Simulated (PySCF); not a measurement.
## NMR data sheet: C₄H₁₃N₃Si

```yaml
Formula: C4H13N3Si
SMILES: C=N[Si@@H](NC)N(C)C
Point_group_of_the_computed_structure: C1
Degrees_of_unsaturation: 1
Carbon_signals: 3
Proton_signals: 6
```

Bonds (- single, = double, # triple, : aromatic): C1=N2, N2-Si3, Si3-N4, N4-C5, Si3-N6, N6-C7, N6-C8. C1 carries H9, H10; Si3 carries H11; N4 carries H12; C5 carries H13, H14, H15; C7 carries H16, H17, H18; C8 carries H19, H20, H21. Stereochemistry as in C=N[Si@@H](NC)N(C)C. H9 is cis to Si3; H10 is trans to Si3.

- NMR shieldings at PBE0/pcSseg-1/GIAO
- PBE0-D3(BJ)/def2-SVP structure
- run in PySCF
- one conformer, isolated molecule, one averaged value for each set of equivalent atoms, non-relativistic Hamiltonian

References, each an isolated molecule treated in the same way: TMS for ¹H, ¹³C, ²⁹Si; ¹⁵N vs NH3.

```tsv
carbon	δC, type	δH (multiplicity)	HMBC from (2–3 bonds)	span of the C tensor (ppm)
C1	173.3, CH2	H9 8.55 (m); H10 8.52 (m)	H11	217
C5	28.2, CH3	2.54 (s)	H11	56
C7/C8	37.1, CH3	2.50 (s)	H11, H16/H17/H18/H19/H20/H21	61
```

Other nuclei:
```csv
atoms,nucleus,environment,δ (ppm),σ (ppm)
H11,¹H,hydrogen on a silicon bonded to 3 N,4.48,26.78
H12,¹H,"hydrogen on a nitrogen bonded to C, Si",0.38,30.89
Si3,²⁹Si,"silicon bonded to 3 N, H",-18.5,370.5
N2,¹⁵N,imine nitrogen,439.6,-173.9
N4,¹⁵N,"nitrogen bonded to C, Si, H",38.2,227.5
N6,¹⁵N,"nitrogen bonded to 2 C, Si",24.2,241.5
```

Carbon types of the structure: 1 × CH2, 3 × CH3, leaving 2 H on heteroatoms. δC 173.3: C=N carbon. δC 37.1, 28.2: methyl carbon bonded to N; pulled downfield by the heteroatom. δH 8.55, 8.52: hydrogen on a C=N carbon. δH 2.54, 2.50: hydrogen on a methyl carbon bonded to N; its carbon carries N, an electronegative neighbour. δH 0.38: hydrogen on a nitrogen bonded to C, Si; exchangeable, gas-phase position.

OH/NH shifts are gas-phase values; hydrogen bonding in solution moves them, usually downfield. Shifts are as computed. Against solution values, carbons near 30 ppm lie about +2 ppm off and those near 130 ppm about +5 ppm. Of 1211 compounds with measured shifts, 218 miss one by over three times the rms of a fit or turn the order of signals round; such compounds aren't used in these exercises. Experimental scales use liquid or dissolved standards, which lie at an offset from isolated NH3 (liquid NH3: subtract about 20 ppm). Unscaled 15N shifts of sp2 nitrogen come out 20 to 40 ppm too high even then. No couplings were computed; multiplicities are counted from neighbouring protons, with m where these are inequivalent, close in shift, in a saturated or five-membered ring or joined by F or P, and br s for small geminal =CH2 splittings.
